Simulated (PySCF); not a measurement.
GeH2I2. Atoms are numbered in the order given.

```xyz
5

Ge     0.0000     0.0000     1.0790
I      2.0867     0.0000    -0.3620
I     -2.0867     0.0000    -0.3620
H      0.0000     1.2850     1.9219
H      0.0000    -1.2850     1.9219
```
Charge 0, spin multiplicity 1.

Geometry optimised at B3LYP-D3(BJ)/def2-SVP. The def2 effective core potentials stand for the cores of I; spin–orbit coupling is left out.

The numbers are results of TDA-M06-2X/def2-SVPD (PySCF 2.14.0), not measurements.

Vertical excitations.  State labels are in the subgroup C2v.

Problem. Estimate the UV-visible absorptions. (Estimate from the structure and the level; the computed values follow.)

Solution. 
```json
[
 {"state": "S1", "symmetry": "B1", "energy (eV)": "4.77", "λ (nm)": "260", "f": "0.045", "main pairs": "HOMO→LUMO 88 %"},
 {"state": "S2", "symmetry": "B2", "energy (eV)": "4.80", "λ (nm)": "259", "f": "0.008", "main pairs": "HOMO−1→LUMO 93 %"},
 {"state": "S3", "symmetry": "A2", "energy (eV)": "4.86", "λ (nm)": "255", "f": "0.000", "main pairs": "HOMO−2→LUMO 91 %"},
 {"state": "S4", "symmetry": "A1", "energy (eV)": "5.03", "λ (nm)": "246", "f": "0.010", "main pairs": "HOMO−3→LUMO 88 %"},
 {"state": "S5", "symmetry": "A1", "energy (eV)": "6.05", "λ (nm)": "205", "f": "0.003", "main pairs": "HOMO→LUMO+1 83 %"},
 {"state": "S6", "symmetry": "A2", "energy (eV)": "6.13", "λ (nm)": "202", "f": "0.000", "main pairs": "HOMO−1→LUMO+1 87 %"},
 {"state": "S7", "symmetry": "B2", "energy (eV)": "6.27", "λ (nm)": "198", "f": "0.014", "main pairs": "HOMO−2→LUMO+1 89 %"},
 {"state": "S8", "symmetry": "B1", "energy (eV)": "6.54", "λ (nm)": "189", "f": "0.007", "main pairs": "HOMO−3→LUMO+1 74 %, HOMO−4→LUMO 11 %"},
 {"state": "S9", "symmetry": "B1", "energy (eV)": "6.84", "λ (nm)": "181", "f": "0.012", "main pairs": "HOMO→LUMO+2 62 %, HOMO−4→LUMO 29 %"},
 {"state": "S10", "symmetry": "B2", "energy (eV)": "7.03", "λ (nm)": "176", "f": "0.059", "main pairs": "HOMO−1→LUMO+2 86 %"},
 {"state": "T1", "symmetry": "B1", "energy (eV)": "4.28", "λ (nm)": "289", "f": "0", "main pairs": "HOMO→LUMO 92 %"},
 {"state": "T2", "symmetry": "B2", "energy (eV)": "4.42", "λ (nm)": "280", "f": "0", "main pairs": "HOMO−1→LUMO 89 %"},
 {"state": "T3", "symmetry": "A2", "energy (eV)": "4.50", "λ (nm)": "275", "f": "0", "main pairs": "HOMO−2→LUMO 86 %"},
 {"state": "T4", "symmetry": "A1", "energy (eV)": "4.62", "λ (nm)": "268", "f": "0", "main pairs": "HOMO−3→LUMO 85 %"}
]
```
Triplets are in the Tamm–Dancoff approximation.
